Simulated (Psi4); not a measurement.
A dimer, CF4 ··· H3Al (SMILES FC(F)(F)F and [AlH3]), singlet; the first 5 atoms form monomer A.

```
9

F     -0.9361    -0.1922    -0.9190
C      0.0000     0.0000     0.0001
F     -0.0914     1.2359     0.4720
F     -0.1686    -0.8655     0.9904
F      1.1961    -0.1782    -0.5434
Al     1.1139     0.3920    -2.5737
H      2.6857     0.5110    -2.4624
H      0.2052     1.6581    -2.3124
H      0.4510    -0.9925    -2.9488
```

**Question.** What interaction energy does SAPT0/jun-cc-pVDZ, frozen core in Psi4 1.11 give, and which attractive term is the largest?

**Answer.** Total 10.23 kcal/mol: electrostatics -14.08, exchange 36.77, induction -7.50, dispersion -4.97. The most attractive term is electrostatics.
